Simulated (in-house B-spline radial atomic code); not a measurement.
Results of a calculation; reference values are marked as such.
## Hf in an electron gas of r_s = 2.67: phase shifts, screening, friction and resistivity

A nucleus sits in a uniform electron gas with a rigid positive background. The Kohn-Sham equations are solved self-consistently in the spin-unpolarised LDA (PW92), non-relativistic, on B-splines with outgoing waves at the boundary and partial waves to l = 8. The model has no lattice, no bands and no magnetic solution. Atomic units; δ_l are the phase shifts at the Fermi level, counted so that each bound state adds π, and good to about 0.0005. Heavy atoms are models without relativity. A narrow, partly filled d or f resonance in a thin gas would split by spin, so such rows rest on a solution that is probably unstable.

The density parameter is r_s = 2.67 bohr, near that of the valence electrons of Cu (1 per atom, density 8.96 g/cm³, mass 63.55 u, which gives r_s = 2.67).

| l | δ_l (rad) |
| --- | --- |
| 0 | 15.2106 |
| 1 | 12.4039 |
| 2 | 7.7613 |
| 3 | 3.1273 |
| 4 | -0.0027 |
| 5 | -0.0006 |
| 6 | -0.0004 |
| 7 | -0.0004 |
| 8 | -0.0004 |

Bound levels below the band bottom (hartree): p -12.49, d -7.192, s -1.574, p -0.7797, f -0.3879 and deeper ones.

Check the Friedel sum rule, and say where the screening charge sits.

k_F = (9π/4)^(1/3)/r_s = 0.71879. The rule is Z = (2/π) Σ (2l + 1) δ_l. The terms are s 9.683, p 23.690, d 24.705, f 13.936 and -0.031 beyond, in all 71.983 against Z = 72. Bound states hold 10 s, 24 p, 20 d and 14 f electrons, so the scattering states carry 3.98 in all; where a term is smaller than its bound count, the bound level has drawn weight out of the band.

Find the transport cross section and the electronic stopping of a 10 keV Hf ion (mass 178.49 u).

σ_tr = (4π/k_F²) Σ (l + 1) sin²(δ_l − δ_(l+1)). The terms for l = 0 to 3 are 0.1080, 1.9903, 2.9816, 0.0005, all together 5.0805, so σ_tr = 24.323 × 5.0805 = 123.570 bohr². With n = 3/(4π r_s³) = 0.01254, the friction coefficient is Q = n k_F σ_tr = 1.1140. For v well below v_F = 0.719, dE/dx = Q v; with 24801 eV per u at v = 1, v = √(10000/(24801 × 178.49)) = 0.0475, so dE/dx = 0.05295 hartree/bohr = 27.2 eV/nm. The largest term couples the d and f waves.

What residual resistivity would 1 atomic per cent of such centres give in Cu?

Δρ = k_F n_i σ_tr/n in atomic units of 21.74 μΩ·cm. With one host atom per 1 electron, n_i/n = 0.01/1, so Δρ = 0.7188 × 0.01000 × 123.570 × 21.74 = 19.31 μΩ·cm. This is an atom added to the gas, as on an interstitial site.

On a substitutional site the background of one host ion, a sphere holding 1 charge, is taken out. The phase shifts for l = 0 to 4 become 15.1592, 12.3881, 7.4702, 3.1263, -0.0035. What follows?

The Friedel sum is now 70.99, for Z − 1 = 71. The sum in σ_tr is 4.6592, so σ_tr = 113.32 bohr² and Δρ = 17.71 μΩ·cm per atomic per cent, 0.92 times the value above. A real host ion scatters too, so this model doesn't give zero even for the host's own atom.
